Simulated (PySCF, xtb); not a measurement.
B3H7N3, SMILES B1[NH2+]BNBN1, charge +1.

GFN2-xTB run with xtb at its own geometry gives an orbital gap of 4.48 eV.

Geometry optimised at B3LYP-D3(BJ)/def2-SVP. The isomer is the one that the SMILES or the coordinates give; other isomers of the formula were not compared.

Q: What does HF/def2-TZVP (PySCF) give? (The exact figures need the calculation; the answer reports its results.)

A: gap 14.53 eV (levels -16.69 and -2.16 eV).
